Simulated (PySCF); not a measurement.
# Excitation energy of Tc by level of theory

Tc [Kr] 4d5 5s2 (6S) → Tc [Kr] 4d4 5s2 5p1 (high-spin determinant), as a difference of total energies. Calculation: PySCF 2.14, in aug-cc-pVTZ-PP with one added diffuse shell each of s, p, d, f, g type with ECP28MDF (7s7p6d4f3g, 113 functions); a scalar-relativistic core potential. Correlated levels: valence: 4s2 4p6 frozen. The calculations carry no spin-orbit coupling.

| method | excitation energy (cm⁻¹) |
| --- | --- |
| UHF | 54729 |
| LDA | 58049 |
| PBE | 57331 |
| PBE0 | 57188 |
| r2SCAN | 58530 |
| B3LYP | 56664 |
| LC-wPBE | 54864 |
| TPSSh | 56135 |
| MP2 (valence) | 57308 |
| SCS-MP2 (valence) | 54037 |

The determinant of the upper state mixes LS terms, which raises its energy above the lowest term, most at the Hartree-Fock and MP2 levels.
